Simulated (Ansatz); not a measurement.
Relaxation of a periodic cell of 63 atoms, Si62Sn (host Si, host structure diamond, dopant Sn, one Si atom removed), cell charge +2, to a largest force component of 0.03 eV/Å in at most 60 steps.

All numbers below come from DFT LDA, scalar-relativistic, plane waves, PAW in Ansatz 0.2.0. Settings: PAW set soft_1, cutoff 420 eV, k mesh 1x1x1, gaussian smearing 0.05 eV, no spin polarisation.

```xyz
63
Lattice="10.8600 0.0000 0.0000 0.0000 10.8600 0.0000 0.0000 0.0000 10.8600" Properties=species:S:1:pos:R:3:forces:R:3
Si 5.467 -0.011 -0.012 -0.53 0.14 0.28
Si 6.810 1.356 1.383 0.08 -0.33 -0.36
Si 8.144 2.710 0.018 0.15 0.34 0.12
Si 9.545 4.126 1.348 -0.64 -0.23 0.05
Si 8.099 -0.053 2.729 0.71 0.35 -0.12
Si 9.524 1.388 4.001 -0.92 -0.20 0.41
Si 0.052 0.029 0.012 -0.50 -0.65 -0.16
Si 1.368 1.320 1.380 0.07 0.98 -0.16
Si 2.743 2.732 0.022 -0.38 -0.36 0.19
Si 4.066 4.079 1.351 0.40 0.16 0.30
Si 5.404 5.442 -0.061 0.34 -0.02 0.77
Si 6.809 6.767 1.383 -2.21 -0.74 0.58
Sn 8.161 8.164 0.016 -1.62 0.61 -1.55
Si 9.512 9.479 1.355 1.38 2.62 1.27
Si 2.726 0.062 2.737 0.03 -0.06 0.45
Si 4.116 1.389 4.082 -0.20 -0.18 0.28
Si 5.460 2.704 2.744 -0.84 0.12 -0.86
Si 6.746 4.074 4.022 0.57 -0.02 0.73
Si 8.116 5.452 2.746 0.35 -0.85 -0.75
Si 9.442 6.719 4.041 0.95 1.05 0.49
Si 5.473 0.008 5.448 -0.65 -0.23 -0.32
Si 6.776 1.329 6.789 -0.03 0.49 0.66
Si 8.114 2.729 5.421 0.68 -0.12 -0.19
Si 9.558 4.082 6.751 -1.08 -0.26 0.45
Si 8.138 -0.024 8.148 0.25 0.20 -0.01
Si 9.498 1.350 9.535 0.05 0.02 -0.22
Si -0.005 5.465 -0.028 0.48 -0.22 0.68
Si 1.350 6.781 1.371 0.35 0.21 -0.78
Si 2.721 8.206 -0.021 0.03 -0.38 1.00
Si 4.046 9.531 1.454 0.63 -0.29 -1.07
Si -0.007 2.745 2.710 0.39 -0.04 -0.43
Si 1.352 4.035 4.109 -0.29 0.83 -0.94
Si 2.703 5.465 2.725 -0.40 -0.94 -0.31
Si 4.023 6.786 4.006 0.53 0.15 1.24
Si 5.421 8.139 2.754 0.22 0.11 -0.23
Si 6.805 9.489 4.118 -0.19 -0.28 -0.04
Si 0.007 0.025 5.316 0.09 0.33 1.01
Si 1.382 1.349 6.811 -0.28 0.16 -0.84
Si 2.686 2.759 5.366 0.94 -0.68 1.28
Si 4.102 4.141 6.761 -0.83 -0.66 0.64
Si 5.426 5.389 5.418 -0.48 0.94 -0.71
Si 6.719 6.821 6.746 0.96 -0.46 0.73
Si 8.152 8.117 5.454 0.11 0.11 -0.25
Si 9.516 9.516 6.767 -0.04 -0.23 0.12
Si 2.721 0.057 8.177 -0.23 -1.19 -0.53
Si 4.057 1.376 9.457 0.82 0.08 0.55
Si 5.436 2.773 8.169 -0.18 -0.48 -0.73
Si 6.788 4.074 9.498 0.34 0.07 0.26
Si 8.170 5.429 8.172 -0.27 0.14 -0.72
Si 9.532 6.783 9.514 0.44 -0.85 -1.77
Si 0.010 8.133 2.645 -0.37 -0.52 0.97
Si 1.360 9.491 4.056 -0.12 0.13 -0.45
Si -0.021 5.392 5.408 0.43 0.70 -0.15
Si 1.357 6.794 6.780 -0.38 -0.18 0.08
Si 2.666 8.161 5.420 0.29 -0.79 -0.27
Si 4.037 9.492 6.723 0.31 0.89 0.77
Si 0.009 2.729 8.092 0.17 -0.08 0.51
Si 1.414 4.136 9.517 -0.73 -0.94 0.08
Si 2.687 5.463 8.195 0.90 0.44 -1.07
Si 4.095 6.871 9.536 0.00 -0.03 -0.30
Si 5.410 8.175 8.097 -0.27 -0.02 0.02
Si -0.025 8.125 8.156 0.28 0.27 -0.46
Si 1.352 9.458 9.500 -0.06 0.83 -0.25
```

Problem. Where does it end, and by what steps?

Solution. The run converged. The force dipped under the threshold on the way, but the program's further checks kept it going. Limits of this set-up: coarse k mesh, PAW files made for another functional, no spin, though dangling bonds at a vacancy may carry it, charged cell in a uniform background, uncorrected. After 8 steps the energy has fallen by 2.361 eV; Sn13 moved furthest, 1.16 Å. Joined: Si1–Sn13 (3.80 → 2.91 Å), Sn13–Si25 (3.82 → 2.91 Å), Sn13–Si61 (3.91 → 2.91 Å).

| step | energy less start (eV) | largest force component (eV/Å) | accepted |
| --- | --- | --- | --- |
| 0 | 0.0000 | 2.621 | yes |
| 1 | -1.9496 | 0.443 | yes |
| 2 | -2.1720 | 0.226 | yes |
| 3 | -2.2401 | 0.224 | yes |
| 4 | -2.3050 | 0.109 | yes |
| 5 | -2.3392 | 0.090 | yes |
| 6 | -2.3563 | 0.085 | yes |
| 7 | -2.3613 | 0.015 | yes |
| 8 | -2.3613 | 0.015 | yes |

```xyz
63
Lattice="10.8600 0.0000 0.0000 0.0000 10.8600 0.0000 0.0000 0.0000 10.8600" Properties=species:S:1:pos:R:3
Si 5.495 -0.057 0.088
Si 6.808 1.371 1.388
Si 8.155 2.717 0.006
Si 9.497 4.095 1.348
Si 8.148 0.022 2.739
Si 9.538 1.369 4.084
Si 0.029 0.022 -0.002
Si 1.373 1.370 1.389
Si 2.737 2.703 0.010
Si 4.069 4.064 1.390
Si 5.417 5.409 -0.002
Si 6.716 6.839 1.310
Sn 7.482 8.815 -0.666
Si 9.463 9.582 1.313
Si 2.721 0.022 2.737
Si 4.096 1.342 4.109
Si 5.416 2.716 2.737
Si 6.797 4.081 4.067
Si 8.143 5.492 2.658
Si 9.499 6.800 4.054
Si 5.457 -0.017 5.462
Si 6.813 1.292 6.858
Si 8.160 2.703 5.447
Si 9.539 4.064 6.780
Si 8.237 -0.057 8.205
Si 9.538 1.372 9.519
Si -0.053 5.491 -0.006
Si 1.343 6.800 1.349
Si 2.721 8.143 0.006
Si 4.065 9.491 1.389
Si -0.002 2.743 2.709
Si 1.368 4.071 4.078
Si 2.697 5.440 2.710
Si 4.069 6.761 4.085
Si 5.416 8.152 2.740
Si 6.799 9.500 4.084
Si 0.026 0.022 5.431
Si 1.398 1.342 6.806
Si 2.726 2.712 5.437
Si 4.096 4.040 6.806
Si 5.417 5.411 5.431
Si 6.809 6.760 6.776
Si 8.155 8.143 5.432
Si 9.538 9.491 6.776
Si 2.751 -0.017 8.168
Si 4.147 1.292 9.524
Si 5.456 2.687 8.167
Si 6.799 4.065 9.510
Si 8.147 5.408 8.127
Si 9.459 6.839 9.427
Si -0.051 8.155 2.660
Si 1.359 9.501 4.070
Si -0.001 5.440 5.407
Si 1.375 6.761 6.780
Si 2.740 8.140 5.450
Si 4.149 9.488 6.860
Si 0.026 2.716 8.127
Si 1.356 4.081 9.508
Si 2.720 5.411 8.127
Si 4.065 6.760 9.519
Si 5.494 8.058 8.205
Si 0.029 8.152 8.127
Si 1.373 9.500 9.510
```

Time of the run: 27 s on 4 threads of Arm Neoverse V2 (shared host), peak memory 0.99 GiB.
